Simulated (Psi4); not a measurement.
CH$_{3}$Cl$_{2}$IOSi (SMILES CO[Si](Cl)(Cl)I), singlet, geometry from GFN2-xTB (core potentials on I); PBE0/def2-SVPD (Psi4).

Here is a job for Psi4.
```
memory 2 GB

molecule mol {
0 1
  C    -2.688172    0.197795   -0.929411
  O    -1.448500    0.837510   -1.091813
  Si    0.045819    0.324106   -0.806253
  Cl    0.575675   -1.189630   -2.018055
  Cl    1.169352    1.945485   -1.055512
  I     0.121697   -0.479201    1.519152
  H    -3.464034    0.936785   -1.123386
  H    -2.791409   -0.181681    0.089894
  H    -2.784426   -0.631336   -1.632402
}

set basis def2-svpd
set reference rks

energy('pbe0')
print_variables()
```

Q: What does Psi4 print? Leave out banner, timings and long lists.

A: 
```
   => Loading Basis Set <=

    Name: DEF2-SVPD
    Role: ORBITAL
    Keyword: BASIS

    !!!  WARNING: ECP capability is in beta. Please check occupations closely.  !!!

         ---------------------------------------------------------
                                   SCF
               by Justin Turney, Rob Parrish, Andy Simmonett
                          and Daniel G. A. Smith
                              RKS Reference
         ---------------------------------------------------------

  ==> Geometry <==

    Molecular point group: c1
    Full point group: C1

    Geometry (in Angstrom), charge = 0, multiplicity = 1:

       Center              X                  Y                   Z               Mass
    ------------   -----------------  -----------------  -----------------  -----------------
         C           -2.739806559613     0.234614077542    -1.052334527983    12.000000000000
         O           -1.500134559613     0.874329077542    -1.214736527983    15.994914619570
         SI          -0.005815559613     0.360925077542    -0.929176527983    27.976926534650
         CL           0.524040440387    -1.152810922458    -2.140978527983    34.968852682000
         CL           1.117717440387     1.982304077542    -1.178435527983    34.968852682000
         I            0.070062440387    -0.442381922458     1.396228472017   126.904471900000
         H           -3.515668559613     0.973604077542    -1.246309527983     1.007825032230
         H           -2.843043559613    -0.144861922458    -0.033029527983     1.007825032230
         H           -2.836060559613    -0.594516922458    -1.755325527983     1.007825032230

  Running in c1 symmetry.

  Rotational constants: A =      0.04187  B =      0.02299  C =      0.02165 [cm^-1]
  Rotational constants: A =   1255.13687  B =    689.22101  C =    649.10684 [MHz]
  Nuclear repulsion =  615.729053522736422

  Charge       = 0
  Multiplicity = 1
  Electrons    = 90
  Nalpha       = 45
  Nbeta        = 45

  ==> Algorithm <==

  SCF Algorithm Type is DF.
  DIIS enabled.
  MOM disabled.
  Fractional occupation disabled.
  Guess Type is SAD.
  Energy threshold   = 1.00e-06
  Density threshold  = 1.00e-06
  Integral threshold = 1.00e-12

  ==> Primary Basis <==

  Basis Set: DEF2-SVPD
    Blend: DEF2-SVPD
    Number of shells: 74
    Number of basis functions: 180
    Number of Cartesian functions: 193
    Spherical Harmonics?: true
    Max angular momentum: 2

  Core potential: DEF2-SVPD
    Number of shells: 4
    Number of ECP primitives: 29
    Number of ECP core electrons: 28
    Max angular momentum: 3

  ==> DFT Potential <==

   => LibXC <=

    Version 7.1.2
    S. Lehtola, C. Steigemann, M. J. T. Oliveira, and M. A. L. Marques,  SoftwareX 7, 1–5 (2018) (10.1016/j.softx.2017.11.002)

   => Composite Functional: PBE0 <=

    PBE0 Hyb-GGA Exchange-Correlation Functional

    C. Adamo and V. Barone,  J. Chem. Phys. 110, 6158 (1999) (10.1063/1.478522)
    M. Ernzerhof and G. E. Scuseria,  J. Chem. Phys. 110, 5029 (1999) (10.1063/1.478401)

    Deriv               =              1
    GGA                 =           TRUE
    Meta                =          FALSE

    Exchange Hybrid     =           TRUE
    MP2 Hybrid          =          FALSE

   => Exchange Functionals <=

    0.7500   Perdew, Burke & Ernzerhof

   => Exact (HF) Exchange <=

    0.2500               HF

   => Correlation Functionals <=

    1.0000   Perdew, Burke & Ernzerhof

   => LibXC Density Thresholds  <==

    XC_HYB_GGA_XC_PBEH:  1.00E-15

   => Molecular Quadrature <=

    Radial Scheme          =       TREUTLER
    Pruning Scheme         =           NONE
    Nuclear Scheme         =       TREUTLER

    Blocking Scheme        =         OCTREE
    BS radius alpha        =              1
    Pruning alpha          =              1
    Radial Points          =             75
    Spherical Points       =            302
    Total Points           =         193461
    Total Blocks           =           1527
    Max Points             =            256
    Max Functions          =            169
    Weights Tolerance      =       1.00E-15

   => Loading Basis Set <=

    Name: (DEF2-SVPD AUX)
    Role: JKFIT
    Keyword: DF_BASIS_SCF

  ==> Integral Setup <==

  SCF_SUBTYPE=INCORE selected. In-core MEM_DF algorithm will be used.
  Using in-core AOs.

  ==> MemDFJK: Density-Fitted J/K Matrices <==

    J tasked:                   Yes
    K tasked:                   Yes
    wK tasked:                   No
    Algorithm:                 Core
    Schwarz Cutoff:           1E-12
    Mask sparsity (%):       2.8086
    Fitting Condition:        1E-10

   => Auxiliary Basis Set <=

  Basis Set: (DEF2-SVPD AUX)
    Blend: DEF2-UNIVERSAL-JKFIT
    Number of shells: 228
    Number of basis functions: 808
    Number of Cartesian functions: 1016
    Spherical Harmonics?: true
    Max angular momentum: 5

  Minimum eigenvalue in the overlap matrix is 2.2767019172E-04.
  Reciprocal condition number of the overlap matrix is 2.3575633368E-05.
    Using symmetric orthogonalization.

  ==> Pre-Iterations <==

  SCF Guess: Superposition of Atomic Densities via on-the-fly atomic UHF (no occupation information).

   -------------------------
    Irrep   Nso     Nmo
   -------------------------
     A        180     180
   -------------------------
    Total     180     180
   -------------------------

  ==> Iterations <==

                           Total Energy        Delta E     RMS |[F,P]|

   @DF-RKS iter SAD: -1620.08541486444551   -1.62009e+03   0.00000e+00
   @DF-RKS iter   1: -1621.34984161920806   -1.26443e+00   5.52913e-03 ADIIS/DIIS
   @DF-RKS iter   2: -1621.14382921699530    2.06012e-01   6.71320e-03 ADIIS/DIIS
   @DF-RKS iter   3: -1621.90399616695163   -7.60167e-01   1.11459e-03 ADIIS/DIIS
   @DF-RKS iter   4: -1621.91956983852333   -1.55737e-02   5.64013e-04 ADIIS/DIIS
   @DF-RKS iter   5: -1621.92375232120048   -4.18248e-03   1.43746e-04 ADIIS/DIIS
   @DF-RKS iter   6: -1621.92411123791271   -3.58917e-04   2.23421e-05 DIIS
   @DF-RKS iter   7: -1621.92411751913801   -6.28123e-06   1.17907e-05 DIIS
   @DF-RKS iter   8: -1621.92412012642126   -2.60728e-06   2.45608e-06 DIIS
   @DF-RKS iter   9: -1621.92412023439624   -1.07975e-07   5.06408e-07 DIIS
  Energy and wave function converged.

  ==> Post-Iterations <==

   Electrons on quadrature grid:
      Ntotal   =   90.0000056577 ; deviation = 5.658e-06

    Orbital Energies [Eh]
    ---------------------

    Doubly Occupied:

[...]
    Virtual:

[...]
    Final Occupation by Irrep:
              A
    DOCC [    45 ]
    NA   [    45 ]
    NB   [    45 ]

  @DF-RKS Final Energy: -1621.92412023439624

   => Energetics <=

    Nuclear Repulsion Energy =            615.7290535227364217
    One-Electron Energy =               -3573.2328173612013416
    Two-Electron Energy =                1422.1408723148986155
    DFT Exchange-Correlation Energy =     -86.5612287108301643
    Empirical Dispersion Energy =           0.0000000000000000
    VV10 Nonlocal Energy =                  0.0000000000000000
    Total Energy =                      -1621.9241202343962414

Computation Completed

Properties will be evaluated at   0.000000,   0.000000,   0.000000 [a0]

Properties computed using the SCF density matrix

 Multipole Moments:

 ------------------------------------------------------------------------------------
     Multipole            Electronic (a.u.)      Nuclear  (a.u.)        Total (a.u.)
 ------------------------------------------------------------------------------------

 L = 1.  Multiply by 2.5417464519 to convert [e a0] to [Debye]
 Dipole X            :         14.5599397          -15.2211040           -0.6611643
 Dipole Y            :        -31.7964039           31.6176295           -0.1787744
 Dipole Z            :        101.2267984         -101.2881157           -0.0613172
 Magnitude           :                                                    0.6876470

 ------------------------------------------------------------------------------------

  Variable Map:
  ----------------------------------------------------------------------------
[...]
  Array Variable Map:
  ----------------------------------------------------------------------------
[...]
[...]
```
